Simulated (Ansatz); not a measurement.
Ideal-gas functions of CH₂F₄Sn, SMILES `[F][SnH2][C](F)(F)F` at 400 K and 1 bar, from an Ansatz frequency run at PBE0-D4/def2-TZVP.

Molar mass 208.73 g/mol, point group Cs (symmetry number 1), electronic degeneracy 1, moments of inertia 146.573, 394.385, 444.055 u Å². Harmonic wavenumbers (cm⁻¹, unscaled): 23, 98, 177, 216, 261, 405, 499, 520, 531, 610, 638, 675, 732, 1125, 1153, 1175, 1983, 1999.

Use S(trans) = R[1.5 ln M + 2.5 ln T − 1.1517]; rotational temperatures θ = 24.2544 K / I; S(rot) = R[ln(√π/σ · √(T³/θAθBθC)) + 1.5]; for each mode x = 1.438777 ν̃/T, S = R[x/(eˣ − 1) − ln(1 − e⁻ˣ)] and H = RT x/(eˣ − 1); 1 cm⁻¹ = 0.0119627 kJ/mol; R = 8.31446 J/(mol·K).

Problem. By hand: the entropy, in J/(mol·K).

Solution. Translation 181.6. Rotation: θ = 0.1655, 0.0615, 0.0546 K, giving 123.1. Vibration, mode by mode: 29.04, 17.03, 12.21, 10.62, 9.14, 5.88, 4.48, 4.22, 4.09, 3.27, 3.02, 2.72, 2.32, 0.75, 0.69, 0.64, 0.05, 0.05, in all 110.2. Electronic 0.0. Sum 414.9 J/(mol·K).

Problem. By hand: H − E and G − E in kJ/mol, counted from the electronic energy.

Solution. Zero-point energy ½ × 12820 × 0.0119627 = 76.7; thermal vibration 21.4; translation, rotation and pV give 4 RT = 13.3. H − E = 111.4 kJ/mol, and G − E = 111.4 − 400 × 414.9/1000 = -54.6 kJ/mol.

Vibration gives 27 % of the entropy, 46.1 J/(mol·K) of it from the modes under 150 cm⁻¹: soft modes count most, and the harmonic formula is weakest for them.
